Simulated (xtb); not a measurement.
Job for xtb: GFN2-xTB on C4H8O (SMILES CCCC=O).

```
$ xtb mol.xyz --gfn 2 --sp --chrg 0 --uhf 0
13

C     -1.38650970     0.61896893    -0.70250275
C     -0.55606419     0.06521731     0.45337050
C      0.61279163    -0.79822913    -0.00858164
C      1.75192823    -0.04987143    -0.64837707
O      1.84214151     1.14833672    -0.72120343
H     -2.22192734     1.21518377    -0.33220364
H     -1.80024010    -0.18998824    -1.31033964
H     -0.78239016     1.25546918    -1.34892483
H     -1.19298422    -0.53255339     1.10994144
H     -0.16858908     0.89050006     1.05450531
H      0.28872460    -1.57057677    -0.71772173
H      1.05499563    -1.35526095     0.82824277
H      2.55812318    -0.69719604    -1.05685896
```

The log:

```
[...]
           -------------------------------------------------
          |                Calculation Setup                |
           -------------------------------------------------



           -------------------------------------------------
          |                 G F N 2 - x T B                 |
           -------------------------------------------------

        Reference                      10.1021/acs.jctc.8b01176
      * Hamiltonian:
        H0-scaling (s, p, d)           1.850000    2.230000    2.230000
        zeta-weighting                 0.500000
      * Dispersion:
        s8                             2.700000
        a1                             0.520000
        a2                             5.000000
        s9                             5.000000
      * Repulsion:
        kExp                           1.500000    1.000000
        rExp                           1.000000
      * Coulomb:
        alpha                          2.000000
        third order                    shell-resolved
        anisotropic                    true
        a3                             3.000000
        a5                             4.000000
        cn-shift                       1.200000
        cn-exp                         4.000000
        max-rad                        5.000000


          ...................................................
          :                      SETUP                      :
          :.................................................:
          :  # basis functions                  28          :
          :  # atomic orbitals                  28          :
          :  # shells                           18          :
          :  # electrons                        30          :
          :  max. iterations                   250          :
          :  Hamiltonian                  GFN2-xTB          :
          :  restarted?                      false          :
          :  GBSA solvation                  false          :
          :  PC potential                    false          :
          :  electronic temp.          300.0000000     K    :
          :  accuracy                    1.0000000          :
          :  -> integral cutoff          0.2500000E+02      :
          :  -> integral neglect         0.1000000E-07      :
          :  -> SCF convergence          0.1000000E-05 Eh   :
          :  -> wf. convergence          0.1000000E-03 e    :
          :  Broyden damping             0.4000000          :
          :  net charge                          0          :
          :  unpaired electrons                  0          :
          ...................................................

 iter      E             dE          RMSdq      gap      omega  full diag
   1    -16.8405253 -0.168405E+02  0.401E+00    4.66       0.0  T
   2    -16.8866475 -0.461222E-01  0.195E+00    3.63       1.0  T
   3    -16.8914772 -0.482973E-02  0.135E+00    4.04       1.0  T
   4    -16.8946578 -0.318059E-02  0.185E-01    3.77       1.0  T
   5    -16.8947795 -0.121683E-03  0.818E-02    3.82       1.0  T
   6    -16.8947932 -0.137448E-04  0.303E-02    3.82       1.0  T
   7    -16.8947937 -0.439761E-06  0.867E-03    3.82       3.2  T
   8    -16.8947938 -0.107684E-06  0.227E-03    3.82      12.2  T
   9    -16.8947938 -0.221355E-08  0.492E-04    3.82      56.4  T
  10    -16.8947938 -0.120148E-08  0.205E-04    3.82     135.5  T

   *** convergence criteria satisfied after 10 iterations ***

         #    Occupation            Energy/Eh            Energy/eV
      -------------------------------------------------------------
         1        2.0000           -0.7168087             -19.5054
       ...           ...                  ...                  ...
         9        2.0000           -0.5028008             -13.6819
        10        2.0000           -0.4974222             -13.5355
        11        2.0000           -0.4797426             -13.0545
        12        2.0000           -0.4527505             -12.3200
        13        2.0000           -0.4485169             -12.2048
        14        2.0000           -0.4372461             -11.8981
        15        2.0000           -0.4026098             -10.9556 (HOMO)
        16                         -0.2623755              -7.1396 (LUMO)
        17                          0.0596430               1.6230
        18                          0.0869633               2.3664
        19                          0.1199096               3.2629
        20                          0.1450238               3.9463
       ...                                ...                  ...
        28                          0.6000664              16.3286
      -------------------------------------------------------------
                  HL-Gap            0.1402343 Eh            3.8160 eV
             Fermi-level           -0.3324927 Eh           -9.0476 eV

 SCC (total)                   0 d,  0 h,  0 min,  0.009 sec
 SCC setup                      ...        0 min,  0.000 sec (  1.708%)
 Dispersion                     ...        0 min,  0.000 sec (  1.022%)
 classical contributions        ...        0 min,  0.000 sec (  0.411%)
 integral evaluation            ...        0 min,  0.001 sec ( 12.832%)
 iterations                     ...        0 min,  0.004 sec ( 47.772%)
 molecular gradient             ...        0 min,  0.003 sec ( 33.741%)
 printout                       ...        0 min,  0.000 sec (  2.264%)

         :::::::::::::::::::::::::::::::::::::::::::::::::::::
         ::                     SUMMARY                     ::
         :::::::::::::::::::::::::::::::::::::::::::::::::::::
         :: total energy             -16.684064971298 Eh    ::
         :: gradient norm              0.019943902543 Eh/a0 ::
         :: HOMO-LUMO gap              3.815968650451 eV    ::
         ::.................................................::
         :: SCC energy               -16.894786422672 Eh    ::
         :: -> isotropic ES            0.023065025966 Eh    ::
         :: -> anisotropic ES          0.003347854736 Eh    ::
         :: -> anisotropic XC          0.007533871039 Eh    ::
         :: -> dispersion             -0.006356422128 Eh    ::
         :: repulsion energy           0.210721451374 Eh    ::
         :: add. restraining           0.000000000000 Eh    ::
         :: total charge               0.000000000000 e     ::
         :::::::::::::::::::::::::::::::::::::::::::::::::::::

           -------------------------------------------------
          |                Property Printout                |
           -------------------------------------------------

    * Orbital Energies and Occupations

         #    Occupation            Energy/Eh            Energy/eV
      -------------------------------------------------------------
         1        2.0000           -0.7168087             -19.5054
       ...           ...                  ...                  ...
         3        2.0000           -0.6177931             -16.8110
         4        2.0000           -0.5929147             -16.1340
         5        2.0000           -0.5681828             -15.4610
         6        2.0000           -0.5612289             -15.2718
         7        2.0000           -0.5457840             -14.8515
         8        2.0000           -0.5198879             -14.1469
         9        2.0000           -0.5028008             -13.6819
        10        2.0000           -0.4974222             -13.5355
        11        2.0000           -0.4797426             -13.0545
        12        2.0000           -0.4527505             -12.3200
        13        2.0000           -0.4485169             -12.2048
        14        2.0000           -0.4372461             -11.8981
        15        2.0000           -0.4026098             -10.9556 (HOMO)
        16                         -0.2623755              -7.1396 (LUMO)
        17                          0.0596430               1.6230
        18                          0.0869633               2.3664
        19                          0.1199096               3.2629
        20                          0.1450238               3.9463
        21                          0.1569265               4.2702
        22                          0.1719158               4.6781
        23                          0.1859135               5.0590
        24                          0.2211893               6.0189
        25                          0.2354957               6.4082
        26                          0.2574867               7.0066
       ...                                ...                  ...
        28                          0.6000664              16.3286
      -------------------------------------------------------------
                  HL-Gap            0.1402343 Eh            3.8160 eV
             Fermi-level           -0.3324927 Eh           -9.0476 eV

     #   Z          covCN         q      C6AA      α(0)
     1   6 C        3.750    -0.102    22.521     6.768
     2   6 C        3.800    -0.047    21.425     6.590
     3   6 C        3.801    -0.080    22.033     6.683
     4   6 C        2.755     0.214    23.476     7.934
     5   8 O        0.856    -0.323    20.206     6.027
     6   1 H        0.924     0.037     2.487     2.466
     7   1 H        0.924     0.031     2.578     2.511
     8   1 H        0.925     0.048     2.342     2.393
     9   1 H        0.924     0.034     2.535     2.490
    10   1 H        0.924     0.051     2.309     2.376
    11   1 H        0.924     0.062     2.178     2.308
    12   1 H        0.923     0.063     2.163     2.300
    13   1 H        0.921     0.014     2.825     2.629

 Mol. C6AA /au·bohr⁶  :       1279.683333
 Mol. C8AA /au·bohr⁸  :      27166.893876
 Mol. α(0) /au        :         53.475437


Wiberg/Mayer (AO) data.
largest (>0.10) Wiberg bond orders for each atom

 ---------------------------------------------------------------------------
     #   Z sym  total        # sym  WBO       # sym  WBO       # sym  WBO
 ---------------------------------------------------------------------------
     1   6 C    3.996 --     2 C    1.020     7 H    0.988     6 H    0.987
                             8 H    0.987
     2   6 C    3.995 --     1 C    1.020     3 C    1.008     9 H    0.978
                            10 H    0.975
     3   6 C    3.996 --     4 C    1.015     2 C    1.008    11 H    0.947
                            12 H    0.939
     4   6 C    3.917 --     5 O    1.923     3 C    1.015    13 H    0.932
     5   8 O    2.092 --     4 C    1.923
     6   1 H    0.999 --     1 C    0.987
     7   1 H    0.999 --     1 C    0.988
     8   1 H    0.998 --     1 C    0.987
     9   1 H    0.999 --     2 C    0.978
    10   1 H    0.997 --     2 C    0.975
    11   1 H    0.996 --     3 C    0.947
    12   1 H    0.996 --     3 C    0.939
    13   1 H    1.000 --     4 C    0.932
 ---------------------------------------------------------------------------

Topologies differ in total number of bonds
Writing topology from bond orders to xtbtopo.mol

molecular dipole:
                 x           y           z       tot (Debye)
 q only:       -0.388      -0.849       0.212
   full:       -0.333      -1.104       0.209       2.978
molecular quadrupole (traceless):
                xx          xy          yy          xz          yz          zz
 q only:       -0.789      -4.502      -0.285       1.073       1.420       1.075
  q+dip:       -0.437      -5.505      -0.737       0.730       2.209       1.174
   full:       -0.512      -5.640      -1.266       1.366       2.099       1.779


           -------------------------------------------------
          | TOTAL ENERGY              -16.684064971298 Eh   |
          | GRADIENT NORM               0.019943902543 Eh/α |
          | HOMO-LUMO GAP               3.815968650451 eV   |
Note: The following floating-point exceptions are signalling: IEEE_UNDERFLOW_FLAG IEEE_DENORMAL
normal termination of xtb
           -------------------------------------------------

------------------------------------------------------------------------
------------------------------------------------------------------------
 total:
 SCF:
```

The run finished.

Cost: about 0.07 core-seconds (a rough figure).
